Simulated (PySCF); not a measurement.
Radial density of Re (rhenium, neutral)

UHF, [Xe] 4f14 5d5 6s1 7s1, high-spin 8S determinant (an excited configuration). All numbers are calculated (PySCF 2.14, a scalar-relativistic core potential, in aug-cc-pwCVDZ-PP with ECP60MDF (6s6p5d3f, 70 functions)). This is the valence pseudo-density: the core potential removes the inner electrons and smooths the orbitals near the nucleus.

```csv
r (bohr),4πr²ρ (e/bohr),4πr²(ρα − ρβ)
0.133,3.863e-05,0.0000
0.223,0.0003877,0.0001
0.375,0.04428,0.0041
0.631,3.015,0.2526
1.06,11.84,2.4020
1.79,5.062,3.0848
3.00,1.046,1.0167
5.05,0.1189,0.1189
8.50,0.1693,0.1693
14.3,0.009739,0.0097
```

Energies and moments cover only the electrons outside the core potential. Spin-orbit coupling, which splits the p, d and f shells strongly at this Z, is absent. The outer electron is Rydberg-like, and this basis confines it to a smaller radius and binds it less than a complete one would.
